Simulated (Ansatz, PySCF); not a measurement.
Molecule: C3H6O (charge 0, singlet). 
Structure (B3LYP-D3(BJ)/def2-TZVP (Ansatz, a first-principles code) minimum search):
```xyz
10

C      1.6892    -0.3896    -0.5271
C      0.7546     0.1540     0.2425
C     -0.6261     0.4924    -0.2244
O     -1.6295    -0.1713     0.5449
H      1.5002    -0.6114    -1.5719
H      2.6760    -0.6245    -0.1493
H      0.9599     0.3622     1.2888
H     -0.7297     0.2642    -1.2921
H     -0.8254     1.5579    -0.0904
H     -1.4513    -1.1180     0.5094
```
Charge 0, spin multiplicity 1.

Wanted: vertical ionisation energy (to the doublet state of charge +1; each state is the SCF solution reached for its spin; for the doublet T1 is 0.049), in eV. Cores are frozen in the correlated levels unless marked. UHF or UKS for open shells. Spin-orbit coupling is left out. Non-relativistic. Basis-set limits of correlation are two-point, X^-3; Hartree-Fock from the larger set.

| level | program | vertical ionisation energy (eV) |
|---|---|---|
| HF/aug-cc-pVDZ | Ansatz | 8.86 |
| B3LYP/def2-TZVPD | Ansatz | 9.93 |
| PBE0/def2-TZVPD | Ansatz | 9.92 |
| BHLYP/def2-TZVPD | Ansatz | 9.98 |
| wB97X-V/def2-TZVPD | Ansatz | 10.15 |
| RI-MP2/aug-cc-pVTZ | Ansatz | 10.58 |
| RI-MP2/aug-cc-pVQZ | Ansatz | 10.62 |
| RI-MP2/CBS(aug-cc-pVTZ,aug-cc-pVQZ) | Ansatz | 10.65 |
| CCSD(T)/aug-cc-pVDZ | Ansatz | 10.28 |

For comparison, minus the highest occupied orbital energy (PySCF): 6.62 eV at r2SCAN/def2-TZVPD, 10.32 eV at HF/def2-TZVPD, 9.08 eV at M06-2X/def2-TZVPD.
